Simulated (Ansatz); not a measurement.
In9As9H26, a nanocrystal cut from wurtzite InAs (hydrogen-capped), 44 atoms. Hardware: 4 threads of AMD EPYC 7R13 on a shared host and a share (37 GiB) of an NVIDIA H100 80GB HBM3.

In the def2 sets In takes a core potential; there is no spin–orbit coupling. Single mean-field runs in def2-SVP are fitted with def2-universal-jkfit.

Problem. How many basis functions does each of these Ansatz runs have, and roughly what does it cost? PBE0-D4/def2-SVP, charge 0 singlet, energy, from earlier orbitals; PBE0-D4/def2-SVP, charge -1 doublet at the geometry of the charge 0 singlet, energy; PBE-D4/def2-SVP, charge 0 singlet, relaxation, 12 steps; PBE0-D4/def2-SVP, charge 0 triplet at the geometry of the charge 0 singlet, energy; PBE-D4/def2-SVP, charge 1 doublet at the geometry of the charge 0 singlet, energy, from earlier orbitals; PBE0-D4/def2-SVP, charge 1 doublet at the geometry of the charge 0 singlet, energy; r2SCAN-D4/def2-SVP, charge 0 singlet, energy and forces, from earlier orbitals; PBE-D4/def2-SVP, charge 0 singlet, energy and forces, from earlier orbitals; PBE-D4/def2-SVP, charge -1 doublet at the geometry of the charge 0 singlet, energy, from earlier orbitals; PBE-D4/def2-SVP, charge 0 triplet at the geometry of the charge 0 singlet, energy, from earlier orbitals.

Solution. Other jobs shared the machine, so times can vary by a factor of up to 3.

| run | functions | fitting or Cholesky vectors | wall time | peak host memory (GiB) |
| --- | --- | --- | --- | --- |
| PBE0-D4/def2-SVP, charge 0 singlet, energy, from earlier orbitals | 652 | 4824 | 6.5 s | 1.3 |
| PBE-D4/def2-SVP, charge 0 singlet, energy and forces, from earlier orbitals | 652 | 4824 | 7.5 s | 1.3 |
| r2SCAN-D4/def2-SVP, charge 0 singlet, energy and forces, from earlier orbitals | 652 | 4824 | 9.5 s | 1.4 |
| PBE-D4/def2-SVP, charge 0 triplet at the geometry of the charge 0 singlet, energy, from earlier orbitals | 652 | 4824 | 13 s | 1.4 |
| PBE-D4/def2-SVP, charge 1 doublet at the geometry of the charge 0 singlet, energy, from earlier orbitals | 652 | 4824 | 19 s | 1.4 |
| PBE-D4/def2-SVP, charge -1 doublet at the geometry of the charge 0 singlet, energy, from earlier orbitals | 652 | 4824 | 21 s | 1.4 |
| PBE0-D4/def2-SVP, charge 1 doublet at the geometry of the charge 0 singlet, energy | 652 | 4824 | 24 s | 1.5 |
| PBE0-D4/def2-SVP, charge 0 triplet at the geometry of the charge 0 singlet, energy | 652 | 4824 | 29 s | 1.4 |
| PBE0-D4/def2-SVP, charge -1 doublet at the geometry of the charge 0 singlet, energy | 652 | 4824 | 32 s | 1.4 |
| PBE-D4/def2-SVP, charge 0 singlet, relaxation, 12 steps | 652 | 4824 | 60 s | 1.4 |
